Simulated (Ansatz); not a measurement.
Reaction (cleavage of the Zn–B bond): `[BH2][Zn][CH2]C` + H–F → `C[CH2][Zn][F]` + BH₃

Program: Ansatz. Geometries: PBE0-D4/def2-TZVP. ΔE: electronic, gas phase. CCSD(T)/CBS adds triple-zeta CCSD(T) − MP2 to the extrapolated MP2 energy (def2 sets, frozen cores). This one scheme is used for every species. Functionals use def2-TZVPP. For Zn outer-core shells are correlated without core-valence functions, which leaves a few kJ/mol of doubt a bond. Scalar relativity is left out up to krypton. Each species was taken in one conformer, which may not be the lowest.

```csv
level,ΔE (kJ/mol)
PBE-D4,-105.6
PBE0-D4,-104.8
MP2/def2-QZVPP,-117.8
SCS-MP2/def2-QZVPP,-123.6
```

Problem. What does CCSD(T)/CBS give? (Estimate.)

Solution. The calculation gave: -113.4 kJ/mol. The listed levels differ from it by 7.8, 8.6, -4.4, -10.2 kJ/mol.

Largest T1 diagnostic among the species: 0.015.

In def2-TZVPP, CCSD(T) changes the Hartree–Fock value by +26.0 kJ/mol (the triples alone add +2.7 kJ/mol) and MP2 by +22.0 kJ/mol.
